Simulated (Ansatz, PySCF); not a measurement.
Process, species as SMILES: [SeH2] (H2Se) + H+ -> [SeH3+]
Structures are relaxed separately at B3LYP-D3(BJ)/def2-TZVP in Ansatz (a quantum-chemistry and plane-wave program).
Geometry of the first species:
```xyz
3

Se    -0.0012     0.0571     0.0009
H     -1.0300    -0.9935    -0.0128
H      1.0722    -0.9476    -0.0191
```

Wanted: proton affinity (0 K, with B3LYP-D3(BJ) harmonic zero-point energies from PySCF), positive where the reaction releases energy, in kcal/mol. Cores are frozen in the correlated levels unless marked. No spin-orbit coupling. The frozen core is the preceding noble-gas configuration, with the filled d and f shells of earlier blocks. No relativistic terms. CBS(X,Y): correlation extrapolated as X^-3; Hartree-Fock from the larger set (for Q and 5 zeta extrapolated as (X+1)exp(-9√X)).

```json
[
 {"level": "PBE-D3(BJ)/def2-TZVPD", "program": "Ansatz + dftd3", "proton affinity (kcal/mol)": "[?]"},
 {"level": "TPSS-D4/def2-TZVPD", "program": "PySCF + dftd4", "proton affinity (kcal/mol)": "172.5"},
 {"level": "PBE0-D4/def2-TZVP", "program": "Ansatz + dftd4", "proton affinity (kcal/mol)": "[?]"},
 {"level": "PW6B95-D3(BJ)/def2-TZVPD", "program": "PySCF + dftd3", "proton affinity (kcal/mol)": "[?]"},
 {"level": "HSE06/def2-TZVPD", "program": "Ansatz", "proton affinity (kcal/mol)": "170.0"},
 {"level": "CAM-B3LYP/def2-TZVPD", "program": "Ansatz", "proton affinity (kcal/mol)": "167.7"},
 {"level": "B2PLYP/def2-TZVPD", "program": "Ansatz", "proton affinity (kcal/mol)": "168.7"},
 {"level": "SCS-MP2/def2-TZVPP", "program": "Ansatz", "proton affinity (kcal/mol)": "171.3"},
 {"level": "CCSD(T)/CBS(cc-pVQZ,cc-pV5Z)", "program": "Ansatz", "proton affinity (kcal/mol)": "[?]"}
]
```

Q: Complete the blanks.

A: 
- PBE-D3(BJ)/def2-TZVPD, proton affinity (kcal/mol): 170.5
- PBE0-D4/def2-TZVP, proton affinity (kcal/mol): 170.3
- PW6B95-D3(BJ)/def2-TZVPD, proton affinity (kcal/mol): 170.1
- CCSD(T)/CBS(cc-pVQZ,cc-pV5Z), proton affinity (kcal/mol): 168.9
